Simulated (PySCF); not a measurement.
Vertical excitations of a molecule C₃H₉FOSi from TDA-PBE/def2-SVPD (PySCF), as energy in eV (oscillator strength): 5.21 (0.006), 5.79 (0.027), 6.22 (0.023), 6.55 (0.044), 6.86 (0.013), 7.11 (0.013). Lowest triplet (TDA): 4.91 eV. Coordinates come from a PBE0-D3(BJ)/def2-SVP optimisation. Other conformers were not sampled.

### Question
Which structure fits?
A. CO[C@H](C)[SiH2]F
B. CCOC[SiH2]F
C. C[Si](C)(O)CF
D. CO[SiH2][C@H](C)F

### Answer
B, CCOC[SiH2]F
